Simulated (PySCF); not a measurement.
CH5Cl2NSi. Atoms are numbered in the order given.

```xyz
10

C      1.6519    -1.1858     0.3504
Si     0.0339    -0.3529    -0.0278
N     -1.1775    -1.4969    -0.4343
Cl     0.3878     1.0738    -1.5137
Cl    -0.6803     0.6901     1.6129
H      1.5314    -1.8911     1.1872
H      2.0147    -1.7404    -0.5306
H      2.4145    -0.4393     0.6191
H     -2.1491    -1.1958    -0.4769
H     -0.9826    -2.1852    -1.1591
```
Charge 0, spin multiplicity 1.

Coordinates come from a TPSSh-D3(BJ)/def2-SVP optimisation. The structure was generated by enumeration, and PubChem lists no compound with its InChIKey, so it may never have been made. The values are those of a single conformer.

Level of theory: HF/def2-TZVP (PySCF).

Atomic charges (e):

```json
[
 {"atom": "C1", "Löwdin": "-0.43", "Mulliken": "-0.49"},
 {"atom": "Si2", "Löwdin": "-0.38", "Mulliken": "0.95"},
 {"atom": "N3", "Löwdin": "-0.27", "Mulliken": "-0.72"},
 {"atom": "Cl4", "Löwdin": "0.16", "Mulliken": "-0.33"},
 {"atom": "Cl5", "Löwdin": "0.20", "Mulliken": "-0.32"},
 {"atom": "H6", "Löwdin": "0.13", "Mulliken": "0.14"},
 {"atom": "H7", "Löwdin": "0.13", "Mulliken": "0.12"},
 {"atom": "H8", "Löwdin": "0.13", "Mulliken": "0.14"},
 {"atom": "H9", "Löwdin": "0.16", "Mulliken": "0.26"},
 {"atom": "H10", "Löwdin": "0.16", "Mulliken": "0.26"}
]
```

Computed Mayer and Wiberg (Löwdin basis) orders of the bonds:
| bond | Mayer | Wiberg |
|---|---|---|
| C1–Si2 | 1.03 | 1.20 |
| Si2–N3 | 1.14 | 1.51 |
| Si2–Cl4 | 1.04 | 1.69 |
| Si2–Cl5 | 1.06 | 1.73 |
| C1–H6 | 0.95 | 0.90 |
| C1–H7 | 0.95 | 0.90 |
| C1–H8 | 0.95 | 0.90 |
| N3–H9 | 0.91 | 0.95 |
| N3–H10 | 0.91 | 0.95 |
